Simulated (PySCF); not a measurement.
A side-by-side comparison of computed properties.

First species: WO2(SMe)2, C2H6O2S2W (singlet state).
Geometry (PBE0-D3(BJ)/def2-SVP, Å), atoms numbered from 1 in this order:
```
atom  x, y, z in Å
W1     0.1014   -0.5110    0.8025
O2     0.3074   -0.7124    2.4815
O3     1.6266   -0.6463    0.0488
S4    -0.7510    1.6274    0.3713
C5     0.5962    2.6949    0.9977
H6     0.7422    2.5389    2.0749
H7     0.2788    3.7311    0.8218
H8     1.5320    2.5016    0.4568
S9    -1.3582   -2.1247    0.0008
C10   -0.8282   -2.2557   -1.7466
H11   -0.8005   -1.2746   -2.2377
H12   -1.5741   -2.8863   -2.2479
H13    0.1581   -2.7351   -1.8016
```

Second species: W(NEt)Br4, C2H5Br4NW (singlet state).
SMILES: `CC[N]=[W]([Br])([Br])([Br])[Br]`

Levels: CAM-B3LYP/def2-SVPD for HOMO energy, LUMO energy, HOMO–LUMO gap and static isotropic polarisability; TDDFT CAM-B3LYP/def2-SVPD for lowest singlet excitation; TDA CAM-B3LYP/def2-SVPD for lowest triplet excitation (Tamm–Dancoff); ΔSCF CAM-B3LYP/def2-SVPD for vertical ionisation energy and vertical electron affinity. Geometries: PBE0-D3(BJ)/def2-SVP. Each structure is a single optimised conformer of the isolated species (atoms past krypton carry core potentials, spin–orbit coupling is left out). Electronic properties by PySCF.

| property | column X | column Y |
| --- | --- | --- |
| HOMO energy | -8.83 eV | -8.83 eV |
| LUMO energy | -1.98 eV | -3.53 eV |
| HOMO–LUMO gap | 6.85 eV | 5.30 eV |
| lowest singlet excitation | 3.33 eV | 2.40 eV |
| lowest triplet excitation (Tamm–Dancoff) | 3.17 eV | 1.83 eV |
| static isotropic polarisability | 115.3 au | 175.6 au |
| vertical ionisation energy | 9.46 eV | 9.54 eV |
| vertical electron affinity | 1.53 eV | 3.46 eV |

Q: Which column belongs to which species?

A: Column X is the first species and column Y the second. The first has 13 atoms and 140 electrons, the second 13 and 238.

Q: How does each property change from the first species to the second?

A: HOMO energy 0.00 eV; LUMO energy -1.55 eV; HOMO–LUMO gap -1.55 eV; lowest singlet excitation -0.93 eV; lowest triplet excitation (Tamm–Dancoff) -1.34 eV; static isotropic polarisability +60.3 au; vertical ionisation energy +0.08 eV; vertical electron affinity +1.93 eV.

On the first: S1 lies 3.52 eV below the HOMO–LUMO gap; its leading configuration is HOMO→LUMO, weight 0.99. From the two ΔSCF values, the fundamental gap I − A is 7.93 eV and the Mulliken electronegativity (I + A)/2 is 5.50 eV. Atoms past krypton carry effective core potentials; spin–orbit coupling is left out.

On the second: 6 of the 10 computed singlets lie in the visible range (750 to 380 nm, 1.65 to 3.26 eV), with an oscillator strength of 0.124 in sum. The principal polarisabilities are 155.6, 184.7 and 186.7 au; their mean is the isotropic value. Atoms past krypton carry effective core potentials; spin–orbit coupling is left out.
